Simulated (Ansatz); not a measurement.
Isolated molecules relaxed with PBE0-D4/def2-TZVP in Ansatz; ΔE leaves out vibrations. CCSD(T)/CBS is the MP2 limit (def2-TZVPP, def2-QZVPP) plus CCSD(T) − MP2 in def2-TZVPP, frozen cores. This one scheme is used for every species. Functionals use def2-TZVPP. HSE06 is defined as in plane-wave codes. For Ga outer-core shells are correlated without core-valence functions, which leaves a few kJ/mol of doubt a bond. Scalar relativity is left out up to krypton. Each species was taken in one conformer, which may not be the lowest.

Reaction (redistribution): `O[SiH](O)O` + `[SiH3][GaH][Cl]` → `O[SiH](O)[SiH3]` + `[OH][GaH][Cl]`

`O[SiH](O)O`:

```xyz
8

O    -0.092    1.638    0.009
Si    0.327    0.066   -0.082
O    -0.755   -0.879   -0.877
O     0.401   -0.554    1.427
H    -0.810    1.873    0.600
H     1.626    0.070   -0.783
H    -0.872   -0.734   -1.816
H     0.175   -1.481    1.521
```

`[SiH3][GaH][Cl]`:

```xyz
7

Si   -0.213   -0.847    0.661
Ga    0.116    1.169   -0.606
Cl    1.235    0.872   -2.431
H     1.112   -1.415    1.025
H    -0.945   -1.835   -0.176
H    -0.990   -0.599    1.905
H    -0.315    2.655   -0.378
```

`O[SiH](O)[SiH3]`:

Cartesian coordinates in Å:
```
O -1.271 -1.315 0.786
Si -0.797 -0.023 -0.121
O -0.683 -0.376 -1.725
Si 1.342 0.732 0.469
H -0.674 -2.064 0.836
H -1.874 0.971 0.125
H -1.491 -0.597 -2.192
H 2.328 -0.375 0.327
H 1.350 1.181 1.888
H 1.770 1.867 -0.392
```

`[OH][GaH][Cl]`:

Cartesian coordinates in Å:
```
O -0.372 -0.634 1.154
Ga 0.393 0.344 -0.111
Cl -0.514 0.193 -2.048
H -1.126 -1.141 0.842
H 1.619 1.237 0.163
```

**Question.** Is it downhill or uphill in electronic energy at CCSD(T)/CBS, and by how much? (Best estimate.)

**Answer.** Computed: Uphill: ΔE = +85.4 kJ/mol.

**Question.** What do these levels give: LDA (SPW92), BLYP-D4, r2SCAN-D4, B2PLYP, PBE, r2SCAN, r2SCANh, HSE06, CAM-B3LYP, MP2/def2-SVP, CCSD/def2-TZVPP, MP2/def2-QZVPP? (An estimate is asked.)

**Answer.** Computed: LDA (SPW92) 80.9, BLYP-D4 77.7, r2SCAN-D4 83.1, B2PLYP 83.2, PBE 74.6, r2SCAN 83.3, r2SCANh 85.9, HSE06 82.9, CAM-B3LYP 86.1, MP2/def2-SVP 66.6, CCSD/def2-TZVPP 85.5, MP2/def2-QZVPP 83.8 kJ/mol.

Largest T1 diagnostic among the species: 0.013.

From r2SCAN to r2SCAN0 (25 % exact exchange), in def2-TZVPP and without D4, ΔE moves by +6.2 kJ/mol. In def2-TZVPP, CCSD(T) changes the Hartree–Fock value by −13.6 kJ/mol (the triples alone add −3.1 kJ/mol) and MP2 by −14.0 kJ/mol. At CCSD(T), def2-SVP lies −18.7 kJ/mol from the extrapolated value and def2-TZVPP −3.0 kJ/mol.
